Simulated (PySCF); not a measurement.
## Dipole moment and polarisability of `C=Cc1cn[se]c1CC`

C7H9NSe.
Geometry (PBE0-D3(BJ)/def2-SVP, Å), atoms numbered from 1 in this order:
```xyz
18
C7H9NSe angstrom
C     -2.3022   -1.4304    0.7623
C     -1.2163   -0.9941    0.1099
C     -0.8275    0.3988   -0.0937
C     -1.6691    1.5342    0.1845
N     -1.2321    2.7413   -0.0288
Se     0.4566    2.6388   -0.6703
C      0.4032    0.7859   -0.5887
C      1.5692   -0.0815   -0.9420
C      2.3751   -0.5173    0.2807
H     -3.0159   -0.7494    1.2337
H     -2.5093   -2.4990    0.8504
H     -0.5394   -1.7407   -0.3198
H     -2.6927    1.4280    0.5633
H      1.2002   -0.9696   -1.4825
H      2.2262    0.4469   -1.6511
H      3.2305   -1.1428   -0.0162
H      1.7514   -1.0958    0.9784
H      2.7613    0.3563    0.8269
```

Level: PBE0/def2-SVPD (PySCF), static field, nuclei fixed, core orbitals frozen in the response. The polarisability tensor in these axes (au):

```
x   134.83  16.46 -20.26
y    16.46 136.54 -13.11
z   -20.26 -13.11  85.71
```

Task: What are the eigenvalues, a third of the trace, and Δα (Δα² = ½Σ(αi − αj)² over the three pairs)?

Result: Principal values 77.56, 119.83 and 159.69 au; mean 119.03 au = 17.64 Å³ = 19.62 × 10⁻⁴⁰ C²·m²/J; Δα = 71.13 au (60 % of the mean).

Task: What is the dipole moment, and where does it point?

Result: (1.53, -2.46, -0.30) D, 2.91 D in size, pointing from the negative to the positive side. Measured along this direction, the outermost atoms are N5 at the negative end and H16 at the positive end.

Task: Form Σ f/ω² (atomic units) for the 10 lowest TDDFT singlets, given as eV and f, and set it beside the mean polarisability, which is this sum over all singlets: 4.66, 0.1841; 4.75, 0.0230; 5.25, 0.0766; 5.28, 0.1048; 5.42, 0.0281; 5.46, 0.0586; 6.02, 0.0199; 6.16, 0.0500; 6.20, 0.0280; 6.26, 0.2105.

Result: They add up to 19.93 au, 16.7 % of the 119.03 au; the largest single term is 6.27 au, from the state at 4.66 eV. Terms in order: 6.27, 0.75, 2.06, 2.79, 0.71, 1.46, 0.41, 0.98, 0.54, 3.97 au. Higher excitations give the rest. The strengths listed sum to 0.784.

Task: Orientational against electronic polarisability at 400 K (dilute gas, rigid molecules)?

Result: In Gaussian units μ²/3kT = 51.08 Å³ against 17.64 Å³, a ratio of 2.90; the Debye molar polarisation (4π/3)N_A(α + μ²/3kT) is 173.3 cm³/mol, leaving out the vibrational part.

Task: What molar refraction does this α imply?

Result: Lorentz–Lorenz: R = (4π/3)N_A α = 2.5225 cm³/(mol·Å³) × 17.64 Å³ = 44.5 cm³/mol, in the limit of long wavelengths.

Task: Directions of the eigenvectors, and the extent of the frame along each?

Result: Largest value along (0.69, 0.66, -0.30), where the nuclei span 5.96 Å; middle along (-0.66, 0.74, 0.11), 5.90 Å; least along (0.30, 0.13, 0.95), 2.82 Å. 

One conformer (not necessarily the lowest) at the PBE0-D3(BJ)/def2-SVP geometry, without solvent, vibrations or thermal averaging. The calculation is non-relativistic, for selenium too.

The run behind these numbers computed excited states and ΔSCF ions as well. Hardware: x86-64 server, one thread (shared host). Cost: 6.7 min.
